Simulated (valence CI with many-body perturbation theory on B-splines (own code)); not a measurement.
## Hyperfine factors and g values of Rh XXIV

Calculated by valence CI with perturbative core correlation (CI+MBPT): four valence electrons over a frozen Dirac-Fock core [Ar], radial functions for each j: 7 s, 7 p, 8 d, 6 f, 4 g, 1 h, with the one-electron correlation potential Σ1, the two-electron term Σ2, the three-electron term Σ3, Breit, model QED; selected CI, second order for the rest, scaled by the run's own slope (own B-spline code, finite nucleus).

No measured levels were compared; by estimate terms of the open shell hold to 2 to 4 % of their energy, and close levels can change places. Only levels of the ground parity were solved; by the run's estimate the other parity begins above the list, which can be wrong where configurations are misplaced.

A/g_I is the dipole constant over the nuclear g factor μ/I (μ in nuclear magnetons, uniformly magnetised nucleus), B/Q the quadrupole constant per barn. Both hold the static response of the core; the bare values leave it out. Large factors of s and p1/2 electrons are usually good to 5 to 10 %; those of open d and f shells near neutrality can be off by tens of per cent, and small factors of p3/2, d and f electrons come from cancelling terms and can be off by a factor of two or in sign, in half-filled shells by more. B is blank for J = 1/2, where it vanishes, and for nearly pure S terms. Energies count from the lowest level. Levels with J = 0 are left out.

Names give the largest LS component (configuration and term), which can be under half, so a name can repeat, a term be missing and a line seem to break the LS rules; names also repeat where a configuration has a term twice. Letters in brackets count levels of one name in rising energy.

```tsv
Level	E (eV)	g	A/g_I (MHz)	A/g_I bare	B/Q (MHz/b)	B/Q bare
3d4 5D_1	2.374	1.496	45.6	458	3910	4000
3d4 5D_2	4.462	1.475	2570	2950	2950	3020
3d4 5D_3	6.118	1.457	4510	4870	-2190	-2250
3d4 5D_4	7.235	1.408	6310	6630	-9840	-10100
3d4 3H_4	12.120	0.965	9140	9150	3710	3800
3d4 3G_3	14.545	0.900	9660	9630	1500	1530
3d4 3H_5	15.059	1.069	8530	8610	7870	8060
3d4 3F_2 [a]	15.073	0.789	9490	9380	3070	3140
3d4 3P_1 [a]	15.177	1.393	6130	6440	-545	-567
3d4 3H_6	16.255	1.124	8640	8760	7710	7890
3d4 3G_4	17.797	1.039	8950	9010	-4070	-4160
3d4 3P_2 [a]	18.557	1.291	6300	6540	701	711
3d4 3F_4 [a]	18.804	1.119	7520	7650	445	455
3d4 3F_3 [a]	19.622	1.120	8510	8620	1360	1400
3d4 3D_3	20.815	1.136	6560	6690	971	996
3d4 3G_5	21.870	1.158	7290	7440	-5040	-5160
3d4 3P_2 [b]	22.174	1.166	9470	9610	2800	2870
3d4 1I_6	23.181	1.037	8670	8730	11300	11600
3d4 3D_1	23.237	0.618	11900	11700	2900	2970
3d4 1G_4 [a]	26.229	1.073	7310	7400	2530	2600
3d4 3P_2 [c]	27.337	1.118	8170	8280	2060	2110
3d4 1F_3	28.545	1.050	8180	8250	9850	10100
3d4 3P_2 [d]	30.892	1.317	6200	6460	3670	3770
3d4 3F_4 [b]	32.381	1.185	6250	6420	4070	4170
3d4 3F_2 [b]	33.891	0.824	11000	10900	8810	9020
3d4 3F_3 [b]	34.249	1.068	8940	9020	11500	11700
3d4 3P_1 [b]	34.824	1.483	1560	1950	-3920	-4010
3d4 1G_4 [b]	36.793	1.039	9140	9200	6010	6160
3d4 1D_2	45.429	0.998	8590	8620	-13500	-13800
```

Task: Take the isotope of mass number 103, with I = 1/2, μ = -0.08829 μN. What is the hyperfine structure of 3d4 5D_2?

Result: From the table A = -454 MHz. Shifts from the centre of gravity in MHz: F = 3/2: 681, F = 5/2: -454.
